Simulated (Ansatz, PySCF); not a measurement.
Species: C3H5O2, net charge 0, doublet state. It need not be the lowest isomer of its formula. 
Coordinates optimised at B3LYP-D3(BJ)/def2-TZVP (Ansatz, a program for electronic structure):
```
C
H 1 1.0821
C 1 1.4424 2 117.80
O 3 1.2168 1 125.44 2 180.00
O 3 1.3629 4 121.98 1 180.00
H 5 0.9689 3 106.50 4 -0.03
C 1 1.4760 2 120.59 3 179.93
H 7 1.0882 1 110.99 2 179.67
H 7 1.0961 8 109.05 1 122.43
H 7 1.0962 8 108.99 9 115.19
```
Charge 0, spin multiplicity 2.

Wanted: atomisation energy (electronic, to ground-state atoms), in kcal/mol. Correlated levels leave the core frozen unless marked. Open shells are spin-unrestricted. No spin-orbit coupling. Non-relativistic. The coupled-cluster limit lacks core correlation, which all-electron functionals hold. CBS(X,Y): correlation extrapolated as X^-3; Hartree-Fock from the larger set. The bracket is a focal-point correction in the basis named.

```csv
level,program,atomisation energy (kcal/mol)
HF/6-31G,Ansatz,639.5
HF-D3(BJ)/def2-TZVPD,PySCF + dftd3,742.5
```

Task: Predict the RI-MP2/CBS(cc-pVTZ,cc-pVQZ)+[CCSD(T)-MP2]/cc-pVTZ result (Ansatz).

Result: 995.7 kcal/mol, so HF-D3(BJ)/def2-TZVPD differs from it by -253.2 kcal/mol.
